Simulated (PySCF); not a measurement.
# Reading the logs of faulty runs: BGe2H6O

These are calculations, not measurements. The program is PySCF 2.14.0, an open-source quantum chemistry code, run on an isolated molecule that a program drew, which may never have been made. The molecule is BGe2H6O (charge 0, doublet), drawn as the SMILES string `[BH2][GeH][O][GeH3]`.

Each row is a Hartree-Fock (HF) and frozen-core CCSD(T) single point in the cc-pVDZ basis, meant for a local HF minimum. Run 1 is clean. Each other run has one planted mistake out of seven kinds, and not every kind appears here: one electron removed, one electron added, multiplicity raised by two, geometry at a saddle point, minimal basis STO-3G, one bond length entered in bohr, all coordinates scaled. The reference is restricted for singlets and unrestricted otherwise, and also for a bond in bohr. Adding or removing an electron swaps singlet and doublet. Electrons count all cores. HOMO and LUMO are orbital energies over both spins, the gradient is its largest component, and the lowest frequency (negative if imaginary) is given only where the gradient is small. Bond lengths are over the 9 bonds as drawn. T1 is the CCSD diagnostic: over 0.02 (restricted) or 0.045 (unrestricted) a single reference is doubtful. Germanium has the cc-pVDZ-PP basis, with a core potential (ECP10MDF) in place of its 10 inner electrons, and its 3s, 3p and 3d shells are frozen in CCSD(T).

Geometry of the clean run:
```xyz
10
BGe2H6O, angstrom
B     0.7106    0.1221    1.4837
Ge    2.3204   -0.2813    0.4270
O     2.3334   -0.5033   -1.3169
Ge    1.1480   -0.4745   -2.6440
H     0.8400    0.2497    2.6661
H    -0.3475    0.2294    0.9356
H     3.7685   -0.4672    0.8584
H     0.4993    0.9099   -2.6968
H     1.9373   -0.7646   -3.9163
H     0.0931   -1.5523   -2.3873
```

| run | electrons | basis functions | <S^2> | HOMO (eV) | LUMO (eV) | gradient (hartree/bohr) | lowest frequency (cm^-1) | mean bond (Å) | longest bond (Å) | T1 | HF (hartree) | CCSD(T) (hartree) | mistake |
|---|---|---|---|---|---|---|---|---|---|---|---|---|---|
| 1 | 83 | 104 | 0.758 | -7.71 | 0.76 | 1.7e-05 | 51 | 1.5561 | 1.967 | 0.0181 | -689.77372 | -690.29153 | no fault |
| 2 | 84 | 104 | 0.000 | -0.68 | 7.22 | 5.8e-02 | - | 1.5561 | 1.967 | 0.0174 | -689.77120 | -690.32742 | one electron added |
| 3 | 83 | 104 | 3.769 | -5.25 | -2.62 | 9.9e-02 | - | 1.5561 | 1.967 | 0.0265 | -689.56938 | -690.08474 | multiplicity raised by two |
| 4 | 83 | 104 | 1.398 | -7.86 | 0.44 | 2.4e-02 | - | 1.6744 | 2.261 | 0.0654 | -689.64869 | -690.17273 | ? |
| 5 | 82 | 104 | 0.000 | -16.37 | -6.25 | 6.8e-02 | - | 1.5561 | 1.967 | 0.0233 | -689.51787 | -690.02101 | ? |

**Which mistake was planted in run 4, and what did it cost?**

The mean bond changes by a factor of 1.076 and the longest by 1.149, so the molecule wasn't scaled as a whole. A length L in bohr read as angstrom grows by (1/0.5292 - 1) L = 0.890 L. The 9 bonds together grew by 9 x 0.1183 = 1.065 Å, which gives L = 1.197 Å. That is the length of one of the B-H bonds, 1.196 Å in the clean geometry. So the mistake is: one bond length entered in bohr. Subtracting run 1 and multiplying by 627.51 kcal/mol a hartree, the energy moved by 78.5 kcal/mol in HF and 74.5 kcal/mol in CCSD(T).

**Which mistake was planted in run 5, and what did it cost?**

It counts 82 electrons, one fewer than the clean run, at the same geometry and basis. So the mistake is: one electron removed. Subtracting run 1 and multiplying by 627.51 kcal/mol a hartree, the energy moved by 160.5 kcal/mol in HF and 169.8 kcal/mol in CCSD(T).

Cautions from the logs. Run 4: T1 is over the limit, so its CCSD(T) energy is less reliable; run 5: T1 is over the limit, so its CCSD(T) energy is less reliable.
